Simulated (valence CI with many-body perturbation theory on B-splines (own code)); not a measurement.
# E1 transitions of Sc VIII

Level of theory: configuration interaction combined with many-body perturbation theory (CI+MBPT): four valence electrons over a frozen Dirac-Fock core [Ne], a basis of 11 s, 11 p, 10 d, 8 f, 5 g, 2 h functions for each j, with the one-electron correlation potential Σ1 (screened to all orders), the two-electron term Σ2, the three-electron term Σ3, Breit, model QED; selected single and double excitations, second order for the rest, scaled by the run's own slope (own B-spline code, finite nucleus).

Against 25 measured levels this calculation errs by 139 cm⁻¹ on average and by 511 at most. These come from a selection out of Sugar and Corliss, J. Phys. Chem. Ref. Data 9, 473 (1980). Levels without a partner in it may be off by more. Among the levels kept, up to 620 cm⁻¹ of a level comes from second order outside the variational space, and about a tenth of that is noise between levels of different J, which matters for small intervals.

Lines 1 to 50 of 550 in falling wavelength, among levels below 93.801 eV, chosen from the strongest by gf and those to the six lowest levels. Wavelengths and rates use the calculated energies, so an error of 100 cm⁻¹ moves a line at 65.48 nm by 0.065 % and its rate by three times that or more. Electric multipoles are in the length gauge, E1 and E2 with the static RPA response of the core. Weak lines are less certain than strong ones. Lines between different terms over intervals too small for the method are left out, as are lines whose strength nearly cancels. Where a level lies close to another of its J and parity, the split of strength between their lines is uncertain. The highest levels of a list are the least certain.

Names give the largest LS component (configuration and term), which can be under half, so a name can repeat, a term be missing and a line seem to break the LS rules; names also repeat where a configuration has a term twice. Letters in brackets count levels of one name in rising energy.

| λ vac (nm) | λ from measured levels | Upper | Lower | A (s⁻¹) | S (a.u.) |
| --- | --- | --- | --- | --- | --- |
| 193.7 |  | 3s²3p4p ¹P_1 | 3s²3p4s ¹P°_1 | 1.73e+08 | 1.86e+00 |
| 175.1 |  | 3s²3p4p ³D_1 | 3s²3p4s ¹P°_1 | 1.13e+08 | 8.97e-01 |
| 163.6 |  | 3s²3p4p ¹P_1 | 3s²3p4s ³P°_1 | 1.84e+08 | 1.20e+00 |
| 157.9 |  | 3s²3p4p ³D_2 | 3s²3p4s ³P°_2 | 8.05e+07 | 7.83e-01 |
| 148.6 |  | 3s²3p4p ³D_3 | 3s²3p4s ³P°_2 | 6.58e+08 | 7.47e+00 |
| 147.7 |  | 3s²3p4p ³D_1 | 3s²3p4s ³P°_0 | 4.11e+08 | 1.96e+00 |
| 147.3 |  | 3s²3p4p ³D_2 | 3s²3p4s ³P°_1 | 5.56e+08 | 4.38e+00 |
| 137.3 |  | 3s²3p4p ³P_2 | 3s²3p4s ³P°_2 | 6.91e+08 | 4.41e+00 |
| 136.3 |  | 3s²3p4p ³P_0 | 3s²3p4s ³P°_1 | 7.96e+08 | 9.95e-01 |
| 134.6 |  | 3s²3p4p ³S_1 | 3s²3p4s ³P°_2 | 7.64e+08 | 2.76e+00 |
| 133.7 |  | 3s²3p4p ³P_1 | 3s²3p4s ³P°_1 | 3.88e+08 | 1.37e+00 |
| 131.8 |  | 3s²3p4p ³P_1 | 3s²3p4s ³P°_0 | 2.83e+08 | 9.59e-01 |
| 129.1 |  | 3s²3p4p ³P_2 | 3s²3p4s ³P°_1 | 1.50e+08 | 7.97e-01 |
| 127.7 |  | 3s²3p4p ¹D_2 | 3s²3p4s ¹P°_1 | 1.05e+09 | 5.37e+00 |
| 99.54 |  | 3s²3p4p ¹S_0 | 3s²3p4s ¹P°_1 | 1.73e+09 | 8.42e-01 |
| 83.22 |  | 3p³3d ³G°_5 | 3s3p²3d ³F_4 [c] | 3.83e+08 | 1.20e+00 |
| 83.04 |  | 3p³3d ³G°_4 | 3s3p²3d ³F_3 [c] | 3.39e+08 | 8.61e-01 |
| 82.86 |  | 3p³3d ³G°_3 | 3s3p²3d ³F_2 [c] | 3.30e+08 | 6.49e-01 |
| 80.72 |  | 3s3p³ ⁵S°_2 | 3s²3p² ³P_2 | 7.90e+05 | 1.03e-03 |
| 77.84 |  | 3p³3d ³F°_4 [a] | 3s3p²3d ³D_3 [b] | 2.06e+08 | 4.33e-01 |
| 76.99 |  | 3p³3d ³F°_4 [a] | 3s3p²3d ³F_4 [b] | 2.27e+08 | 4.61e-01 |
| 76.45 |  | 3p³3d ³F°_3 [a] | 3s3p²3d ³F_3 [b] | 2.70e+08 | 4.17e-01 |
| 76.09 |  | 3p³3d ³F°_2 [a] | 3s3p²3d ³F_2 [b] | 3.22e+08 | 3.50e-01 |
| 72.59 |  | 3p³3d ¹F°_3 [b] | 3s3p²3d ¹F_3 [b] | 4.85e+08 | 6.40e-01 |
| 70.64 |  | 3p³3d ³F°_2 [b] | 3s3p²3d ³D_1 [d] | 3.99e+08 | 3.47e-01 |
| 70.26 |  | 3p³3d ³F°_3 [b] | 3s3p²3d ³D_2 [d] | 4.20e+08 | 5.03e-01 |
| 69.53 |  | 3p³3d ³F°_4 [b] | 3s3p²3d ³D_3 [d] | 4.96e+08 | 7.41e-01 |
| 68.04 |  | 3p³3d ³G°_5 | 3s3p²3d ³F_4 [b] | 2.22e+08 | 3.79e-01 |
| 67.26 |  | 3p³3d ³G°_4 | 3s3p²3d ³F_3 [b] | 2.38e+08 | 3.21e-01 |
| 65.48 | 65.40 | 3s3p³ ³P°_1 | 3s²3p² ¹S_0 | 2.32e+06 | 9.65e-04 |
| 64.82 |  | 3p³3d ³D°_3 [a] | 3s3p²3d ³D_3 [a] | 2.92e+08 | 2.75e-01 |
| 64.62 | 64.54 | 3s3p³ ³D°_1 | 3s²3p² ¹D_2 | 2.46e+06 | 9.84e-04 |
| 64.59 | 64.51 | 3s3p³ ³D°_2 | 3s²3p² ¹D_2 | 1.19e+06 | 7.94e-04 |
| 64.39 | 64.32 | 3s3p³ ³D°_3 | 3s²3p² ¹D_2 | 7.78e+06 | 7.17e-03 |
| 62.71 |  | 3p³3d ³D°_3 [c] | 3s3p²3d ³P_2 [c] | 3.21e+08 | 2.73e-01 |
| 62.25 |  | 3p³3d ³D°_2 [b] | 3s3p²3d ³F_3 [c] | 4.39e+08 | 2.61e-01 |
| 62.21 |  | 3p³3d ¹D°_2 [a] | 3s3p²3d ¹P_1 [a] | 4.84e+08 | 2.87e-01 |
| 61.66 |  | 3p³3d ³D°_3 [b] | 3s3p²3d ³F_4 [c] | 4.09e+08 | 3.31e-01 |
| 61.24 |  | 3p³3d ³F°_4 [b] | 3s3p²3d ³F_4 [c] | 3.89e+08 | 3.97e-01 |
| 59.82 |  | 3p³3d ³D°_3 [b] | 3s3p²3d ³D_3 [c] | 4.46e+08 | 3.30e-01 |
| 59.48 |  | 3p³3d ³P°_2 [a] | 3s3p²3d ³D_3 [c] | 5.82e+08 | 3.02e-01 |
| 58.99 |  | 3p³3d ¹F°_3 [a] | 3s3p²3d ¹D_2 [b] | 8.95e+08 | 6.35e-01 |
| 58.69 |  | 3p⁴ ¹D_2 | 3s3p³ ¹D°_2 | 2.13e+09 | 1.06e+00 |
| 58.39 |  | 3p⁴ ¹S_0 | 3s3p³ ¹P°_1 | 3.57e+09 | 3.51e-01 |
| 58.29 |  | 3p³3d ³P°_2 [b] | 3s3p²3d ³D_3 [c] | 5.93e+08 | 2.90e-01 |
| 57.34 | 57.32 | 3s3p³ ³D°_1 | 3s²3p² ³P_2 | 7.32e+06 | 2.04e-03 |
| 57.31 | 57.30 | 3s3p³ ³D°_2 | 3s²3p² ³P_2 | 7.87e+07 | 3.66e-02 |
| 57.16 | 57.14 | 3s3p³ ³D°_3 | 3s²3p² ³P_2 | 6.01e+08 | 3.88e-01 |
| 56.98 |  | 3p³3d ³P°_2 [a] | 3s3p²3d ³S_1 | 5.94e+08 | 2.71e-01 |
| 56.88 |  | 3s3p²3d ¹F_3 [a] | 3s²3p3d ¹D°_2 | 6.08e+08 | 3.87e-01 |
